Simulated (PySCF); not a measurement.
B3LYP on P (phosphorus, neutral), [Ne] 3s1 3p3 3d1, high-spin 6D determinant (an excited configuration). Calculation: PySCF 2.14, in aug-cc-pwCVDZ; the non-relativistic Hamiltonian (point nucleus).

```
cycle= 1 E= -340.717912081524  delta_E= -0.00453  |g|= 0.00613  |ddm|= 0.247
cycle= 2 E= -340.717937837371  delta_E= -2.58e-05  |g|= 0.00165  |ddm|= 0.0247
cycle= 3 E= -340.717939752115  delta_E= -1.91e-06  |g|= 0.000672  |ddm|= 0.0118
cycle= 4 E= -340.717939865074  delta_E= -1.13e-07  |g|= 6e-05  |ddm|= 0.00131
cycle= 5 E= -340.717939867071  delta_E= -2e-09  |g|= 5.4e-06  |ddm|= 0.000153
cycle= 6 E= -340.717939867104  delta_E= -3.29e-11  |g|= 1.4e-07  |ddm|= 3.55e-05
converged SCF energy = -340.717939867104  <S^2> = 8.7500166  2S+1 = 6.0000055
```

Highest occupied orbital energy: 1.261 eV; ⟨L²⟩ = 6.00; populations by l: s 5.00, p 9.00, d 1.00.

Can this result be used?

Not for this state. The run converged. The outer electron is Rydberg-like, and this basis confines it to a smaller radius and binds it less than a complete one would. At B3LYP the highest occupied level has a positive energy, so only the finite basis holds that electron; for this excited configuration the basis is too tight for the outer shell.
